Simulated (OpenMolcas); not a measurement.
Pm⁴⁺.

| Property | Result |
| --- | --- |
| Program | OpenMolcas |
| Method | RASSCF |
| Basis | ANO-R2 [8s6p4d4f1g] |
| Scalar Hamiltonian | X2C, finite nucleus |
| Active space | 3 electrons in 12 orbitals (RAS2 4f; RAS3 5d, at most 1 electron) |
| State averaging | 2S+1 = 4 odd, 35 roots; 2S+1 = 2 odd, 112 roots; 2S+1 = 4 even, 105 roots (83 in the spin-orbit step); 2S+1 = 2 even, 124 roots kept (CI in the orbitals of an earlier block, 68 in the spin-orbit step) |
| Spin-orbit coupling | state interaction with AMFI integrals over the reference wave functions, term energies averaged over their components |

Levels without dynamic correlation, in cm⁻¹ above 4f³ ⁴I°_9/2:

```csv
Level,E
4f³ ⁴S°_3/2,20329
4f³ ⁴F°_3/2,17776
4f³ ²H°_9/2(1) [70 %],18015
4f³ ²G°_7/2(1) [75 %],25137
4f³ ⁴G°_5/2,26884
4f³ ²K°_13/2,27392
```

On this reference, SS-RASPT2, IPEA 0.25 Eh, imaginary shift 0.1 Eh (closed shells correlated: 5s 5p) puts 4f³ ⁴S°_3/2 at 18270 cm⁻¹.

Question: Estimate the other levels at that method by one scale factor, and say how well it serves.

Answer: The factor is 18270 / 20329 = 0.899. Scaled values beside those that SS-RASPT2 gives:
| Level | Scaled | SS-RASPT2 | Miss (%) |
| --- | --- | --- | --- |
| 4f³ ⁴F°_3/2 | 15981 | 15710 | +1.7 |
| 4f³ ²H°_9/2(1) [70 %] | 16195 | 16290 | -0.6 |
| 4f³ ²G°_7/2(1) [75 %] | 22598 | 22940 | -1.5 |
| 4f³ ⁴G°_5/2 | 24169 | 23970 | +0.8 |
| 4f³ ²K°_13/2 | 24625 | 25650 | -4.0 |
For these levels the scaled values miss SS-RASPT2 by up to 4.0 %, as correlation changes each term by its own factor, spin-orbit parts do not scale and CASPT2 has its own spread within terms. This holds within one configuration; levels of others move differently, and the target method has errors of its own against measurement.

CASPT2 does not keep the components of a term degenerate, so their means are used; among the terms shown or strongly mixed into the levels shown the widest spread is 100 cm-1 (4f³ ⁴G°, SS-RASPT2). High states are left out of the spin-orbit mixing, which shifts the levels that they would mix with. Without dynamic correlation excited terms often stand tens of per cent too high (terms of higher spin than the ground term too low), and those without a measured partner can miss by more than the paired ones (holds for RASSCF). Each CASPT2 term energy is a mean over a sample of three components (holds for SS-RASPT2). Only configurations of the active space appear.

A share in square brackets marks a mixed level and gives the weight of the term that names it, the lowest over the columns. A number in round brackets counts repeated terms of one configuration in the order of the reference energies. ° marks odd parity.
